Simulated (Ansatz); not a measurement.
# One arrangement of a pair

The pair of HBr (SMILES Br, atoms 1–2) and SiH$_{3}$Cl (SMILES [SiH3]Cl, atoms 3–7), both closed shells, in one local arrangement (a lower one may exist), relaxed at PBE0-D4/def2-TZVP:

Br1  (0.498, 0.398, -2.974)
H2  (-0.520, -0.100, -2.107)
Si3  (0.122, -0.012, 1.081)
Cl4  (-1.566, -0.694, 0.102)
H5  (0.300, 1.417, 0.744)
H6  (1.273, -0.818, 0.622)
H7  (-0.107, -0.191, 2.532)
(Å)

Computed with Ansatz 0.2.0 (basis: def2-TZVPPD, with def2-QZVPPD for the basis limit); correlated methods freeze the cores. Filled d shells of the heavier atoms are correlated. The def2 sets are not built for correlating such inner shells, so the correlated values are less sure here. Extrapolation: Hartree–Fock as exp(−7.88 √X), correlation as X^−2.97. Interaction energies count from these two fragments, frozen as in the pair, with the counterpoise correction; negative means bound.

What is the interaction energy by CCSD(T) at an estimated basis limit (MP2 extrapolated from triple and quadruple zeta, plus CCSD(T) − MP2 in triple zeta)? (An estimate is asked for; the value comes from the calculation.)

By the calculation: -10.1 kJ/mol. Hartree–Fock alone gives 3.0 kJ/mol at the basis limit, so without correlation the pair would not bind at this distance. Plain CCSD(T) in triple zeta gives -7.1 kJ/mol; the step to the limit is large here, so the limit is uncertain. It counts from the two fragments frozen as in the pair.

Which atoms make the shortest contact between the fragments?

H2 and Cl4, 2.51 Å apart.

Basis-set superposition shift (counterpoise-corrected less uncorrected): CCSD(T) 3.3; MP2 3.2; HF 0.5; PBE0-D4 0.5; wB97M-V 0.5 kJ/mol.

No T1 diagnostic of these runs exceeds 0.009.

For scale, one of the runs: CCSD(T)/def2-TZVPPD, 224 basis functions, launched by `ansatz run in.yaml --threads 4 --pin off --events-out ev --progress --plain --max-ram 9574MiB`. Time: 68 s of wall clock on 4 CPU threads of an Arm Neoverse V2; the host was shared. Peak host memory: 3.3 GiB.
